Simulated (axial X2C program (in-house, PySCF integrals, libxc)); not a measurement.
**Low determinants of YP at the PBE0 level, without spin–orbit coupling**

All values were computed with an axial X2C code built on PySCF integrals. Spin-free means the one-electron spin-free X2C Hamiltonian. Basis: Y dyall-cv3z [11s12p9d6f3g], P dyall-v3z [8s7p2d1f] (cores contracted in-house); Gaussian nuclei, density fitting, unrestricted open shells. Masses: Y 88.906 u, P 30.974 u.

Search at 2.320 Å (vertical energies from the lowest determinant):

```tsv
ΔE (eV)	state	electrons beyond evenly filled partner blocks	electrons in σ, π, δ, φ
0.00	M_S = 0, Λ = 0	closed shell	26 24 4 0
0.44	M_S = 1, Λ = 1	σα, π+α, π+β, π-α	27 23 4 0
0.46	M_S = 0, Λ = 1	σβ, π+α, π+β, π-α	27 23 4 0
0.49	M_S = 1, Λ = 0	2 × σα	26 24 4 0
1.64	M_S = 1, Λ = 0	π+α, π-α	28 22 4 0
1.66	M_S = 1, Λ = 3	π+α, π+β, π-α, δ+α	26 23 5 0
1.72	M_S = 0, Λ = 1	π+α, π-α, π-β, δ+β	26 23 5 0
```

Lowest determinant, M_S = 0, Λ = 0 (closed shell): Re = 2.294 Å, ωe = 480.7 cm⁻¹.

The determinant in row 2 of the search, M_S = 1, Λ = 1 (beyond evenly filled blocks: σα, π+α, π+β, π-α), was followed along the bond at PBE0; measured from the minimum of the lowest determinant it gives:

Te = 0.350 eV (2824 cm⁻¹), Re = 2.426 Å, ωe = 413.1 cm⁻¹.

Compare the bond of the determinant in row 2 with that of the lowest one.

At PBE0 its Re is 0.132 Å longer and its force constant, which goes as ωe², is 0.74 times that of the lowest determinant. T0 ≈ Te + Δωe/2 = 2824 + (-34) = 2790 cm⁻¹.

The search compares states at one distance, so a state with another bond length can lie lower; it is not exhaustive and yields mostly the lowest determinant of each block pattern, so other components and higher states of one pattern are missing. These are energies of single determinants, not of spin-adapted states; PBE0 term energies can be off by some tenths of an eV, and the functional has no current term. The lowest determinant need not be the ground state where others lie within half an eV.
